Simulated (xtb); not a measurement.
xtb input (GFN1-xTB):

```bash
xtb mol.xyz --gfn 1 --sp --chrg 1 --uhf 0
```
mol.xyz:
```
3

Ga     0.00000000     0.00000000     0.00000000
Cl    -0.00000000    -0.00000000    -2.03809334
Cl     0.00000000     0.00000000     2.03809334
```

End of the output:

```
         :::::::::::::::::::::::::::::::::::::::::::::::::::::
         ::                     SUMMARY                     ::
         :::::::::::::::::::::::::::::::::::::::::::::::::::::
         :: total energy              -9.459494301184 Eh    ::
         :: gradient norm              0.007747994257 Eh/a0 ::
         :: HOMO-LUMO gap              5.145724798215 eV    ::
         ::.................................................::
         :: SCC energy                -9.489100643736 Eh    ::
         :: -> electrostatic           0.104705861971 Eh    ::
         :: repulsion energy           0.030541427623 Eh    ::
         :: dispersion energy         -0.000935085071 Eh    ::
         :: halogen bond corr.         0.000000000000 Eh    ::
         :: add. restraining           0.000000000000 Eh    ::
         :: total charge               1.000000000000 e     ::
         :::::::::::::::::::::::::::::::::::::::::::::::::::::

           -------------------------------------------------
          |                Property Printout                |
           -------------------------------------------------

    * Orbital Energies and Occupations

         #    Occupation            Energy/Eh            Energy/eV
      -------------------------------------------------------------
         1        2.0000           -1.1419268             -31.0734
         2        2.0000           -1.1329812             -30.8300
         3        2.0000           -0.7718844             -21.0040
         4        2.0000           -0.6814182             -18.5423
         5        2.0000           -0.6793139             -18.4851
         6        2.0000           -0.6793139             -18.4851
         7        2.0000           -0.6750320             -18.3686
         8        2.0000           -0.6750320             -18.3686 (HOMO)
         9                         -0.4859301             -13.2228 (LUMO)
        10                         -0.3478865              -9.4665
        11                         -0.3478865              -9.4665
        12                         -0.3308695              -9.0034
        13                         -0.3308695              -9.0034
        14                         -0.2694665              -7.3326
        15                         -0.2686136              -7.3093
        16                         -0.2686136              -7.3093
        17                         -0.2680337              -7.2936
        18                         -0.2680337              -7.2936
        19                         -0.2611687              -7.1068
Note: The following floating-point exceptions are signalling: IEEE_DENORMAL
normal termination of xtb
       ...                                ...                  ...
        27                          0.5345164              14.5449
      -------------------------------------------------------------
                  HL-Gap            0.1891019 Eh            5.1457 eV
             Fermi-level           -0.5804810 Eh          -15.7957 eV

  Mulliken/CM5 charges         n(s)   n(p)   n(d)
     1Ga    0.64799  0.62613   1.133  0.755  0.464
     2Cl    0.17600  0.18694   1.890  4.939 -0.005
     3Cl    0.17600  0.18694   1.890  4.939 -0.005

Wiberg/Mayer (AO) data.
largest (>0.10) Wiberg bond orders for each atom

 ---------------------------------------------------------------------------
     #   Z sym  total        # sym  WBO       # sym  WBO       # sym  WBO
 ---------------------------------------------------------------------------
     1  31 Ga   3.090 --     3 Cl   1.545     2 Cl   1.545
     2  17 Cl   1.771 --     1 Ga   1.545     3 Cl   0.226
     3  17 Cl   1.771 --     1 Ga   1.545     2 Cl   0.226
 ---------------------------------------------------------------------------

Topologies differ in total number of bonds
Writing topology from bond orders to xtbtopo.mol

 dipole moment from electron density (au)
     X       Y       Z
   0.0000   0.0000  -0.0000  total (Debye):    0.000

           -------------------------------------------------
          | TOTAL ENERGY               -9.459494301184 Eh   |
          | GRADIENT NORM               0.007747994257 Eh/α |
          | HOMO-LUMO GAP               5.145724798215 eV   |
           -------------------------------------------------

------------------------------------------------------------------------
------------------------------------------------------------------------
 total:
 SCF:
```

It need not be the lowest isomer of its formula.
